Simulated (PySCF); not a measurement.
Computed shifts of a molecule C2H5NOSi, B3LYP/pcSseg-1 run with PySCF, GIAO, gas phase, equivalent atoms averaged, in ppm (number of nuclei): ²⁹Si: -47.0 (1). ¹³C: 127.7 (1), 0.2 (1). ¹⁵N: 40.2 (1). ¹H: 5.05 (2), 0.67 (3). References: ²⁹Si against TMS (σ = 338.7 ppm); ¹³C against TMS (σ = 181.3 ppm); ¹⁵N against NH3 (σ = 265.5 ppm); ¹⁷O against H2O (σ = 333.8 ppm); ¹H against TMS (σ = 31.68 ppm), references at their B3LYP-D3(BJ)/def2-TZVP geometries, non-relativistic. Coordinates come from a PBE0-D3(BJ)/def2-SVP optimisation. Other conformers were not sampled.

Question: Which structure fits?
A) CC1=N[SiH2]O1
B) C1=N[SiH2]CO1
C) C[SiH2]N=C=O
D) C#C[Si@H](N)O

Answer: C, C[SiH2]N=C=O
